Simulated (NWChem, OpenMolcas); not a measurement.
Worked example: vertical energy of the triplet above the singlet of SnCl2 (SMILES [Cl][Sn][Cl])

SnCl2: 3 atoms, total charge 0, spin state singlet. SMILES: `[Cl][Sn][Cl]`. The coordinates come from a PBE0-D4/def2-TZVP relaxation.

```xyz
3

Cl    1.1542    1.2207    0.7560
Sn   -0.7969    0.5189   -0.3766
Cl   -0.3682   -1.8045   -0.3926
```

Both states at this one shape; open shells run unrestricted unless said. 1 Eh = 27.2114 eV.

| level | program | singlet SnCl2 (Eh) | triplet SnCl2 (Eh) |
| --- | --- | --- | --- |
| HF/def2-SVP (core potential) | NWChem | -1132.169450 | -1132.085996 |
| TPSS/def2-SVP (core potential) | OpenMolcas | -1134.474946 | -1134.369716 |

Problem. Work out the vertical gap, second state less first, at each level.

Solution. 
1. HF/def2-SVP (core potential): -1132.085996 − (-1132.169450) = 0.083454 Eh = 2.27 eV.
2. TPSS/def2-SVP (core potential): -1134.369716 − (-1134.474946) = 0.105230 Eh = 2.86 eV.

No measured value is set beside it here; the levels span 2.27 to 2.86 eV. Hartree–Fock favours the state with fewer electron pairs, since it lacks pair correlation. Spin-orbit coupling, which splits open shells on such heavy atoms by tenths of an eV, is left out.
